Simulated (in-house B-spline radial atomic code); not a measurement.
# The germanium ion Ge⁸⁺: [Ar] 3d6

All numbers are computed (Dirac-Kohn-Sham PW91, spherical fractional occupations; Fermi nucleus of rms radius 4.0742 fm) with an all-electron radial atomic-structure program (B-spline basis), not measured.

Z_r = [3n² - l(l+1)]/(2<r>); Z_e = n√(-2ε); the last column is Slater's effective charge. Values are occupation-weighted means over j.

| shell | electrons | ε (eV) | <r> (bohr) | Z_r | Z_e | Slater |
| --- | --- | --- | --- | --- | --- | --- |
| 1s | 2 | -11144 | 0.047 | 31.91 | 28.62 | 31.70 |
| 2s | 2 | -1558.2 | 0.2096 | 28.62 | 21.40 | 27.85 |
| 2p | 6 | -1385.6 | 0.1835 | 27.25 | 20.18 | 27.85 |
| 3s | 2 | -338.18 | 0.5986 | 22.55 | 14.96 | 20.75 |
| 3p | 6 | -284.32 | 0.6077 | 20.57 | 13.71 | 20.75 |
| 3d | 6 | -196.22 | 0.6081 | 17.27 | 11.39 | 12.25 |

The least bound orbital is 3d5/2 at -195.9 eV, while the most diffuse is 3p3/2 (<r> = 0.6105 bohr against 0.6091 bohr): energy order and size order differ.

Spin-orbit splittings of the orbital energies (j = l + 1/2 above j = l - 1/2 when positive): 2p 31.89 eV, 3p 4.848 eV, 3d 0.7884 eV.

For the 1s electron the small component carries 1.34 % of the norm, the zero-frequency Breit interaction raises the level by 16.24 eV, self-energy by 8.395 eV, and vacuum polarisation lowers it by 0.8096 eV.

The density falls to 0.001 bohr⁻³ at 1.865 bohr; Σ<r²> = 6.4294 bohr² gives, by the non-relativistic formula and without the paramagnetism of open shells, a Langevin diamagnetic susceptibility of -5.092×10⁻⁶ cm³/mol.
